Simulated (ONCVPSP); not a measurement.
# Which change was made? (V, ONCV)

ONCVPSP 4.0.1 input, shortened (lines: element, Z, core and valence counts, functional; n l f; lmax; l rc ep ncon nbas qcut; lloc lpopt rc5 dvloc0; l nproj debl; icmod fcfact rcfact), PW91, scalar-relativistic:

```
  V 23.00    3    5  -109134      upf
    1    0    2.00
    2    0    2.00
    2    1    6.00
    3    0    2.00
    3    1    6.00
    3    2    3.00
    4    0    1.50
    4    1    0.50
    2
    0    1.75    0.00    3    8    8.80
    1    2.05    0.00    3    7    8.30
    2    1.85    0.00    5   10    7.30
    4    2    1.15    3.00
    0    2    0.40
    1    2    2.80
    2    2    1.60
    3    5.75    1.35
```

Cutoffs, loose and tight: the cutoffs (Ha) at which the residual kinetic energy of the hardest occupied pseudo-wave falls to 1 and 0.1 mHa per electron. They do not see the model core or the augmentation charge, which bear on the density cutoff. Test errors are all-electron minus pseudo excitation energies from the reference, over the configurations 3s2 3p6 3d3 4s2 4p0; 3s2 3p6 3d3 4s1 4p0; 3s2 3p6 3d3 4s0 4p0; 3s2 3p6 3d3 4s1 4p1; variants that change the core or the reference have their own tests.

The base gives: outcome: generated; cutoff, loose: 25 Ha; cutoff, tight: 69 Ha; bound ghosts: none; GHOST(+) flags above zero: none; largest test error (meV): +0.2.

(1) After one change the result is: outcome: generated; cutoff, loose: 20 Ha; cutoff, tight: 25 Ha; bound ghosts: none; GHOST(+) flags above zero: none; largest test error (meV): -5.6. Which change was it?
A. s: qcut 7.9; p: qcut 7.4; d: qcut 6.5
B. all radii but the core radius scaled by about 1.31 (s 2.30, p 2.70, d 2.42 bohr); local potential polynomial inside 1.50 bohr (lpopt 2, dvloc0 3 Ha)
C. d: rc 2.64

Results:

(1) C. The others give: s: qcut 7.9; p: qcut 7.4; d: qcut 6.5 → outcome: generated; cutoff, loose: 46 Ha; cutoff, tight: 106 Ha; bound ghosts: none; GHOST(+) flags above zero: none; largest test error (meV): -0.2 | all radii but the core radius scaled by about 1.31 (s 2.30, p 2.70, d 2.42 bohr); local potential polynomial inside 1.50 bohr (lpopt 2, dvloc0 3 Ha) → outcome: generated; cutoff, loose: 20 Ha; cutoff, tight: 22 Ha; bound ghosts: none; GHOST(+) flags above zero: none; largest test error (meV): -11.
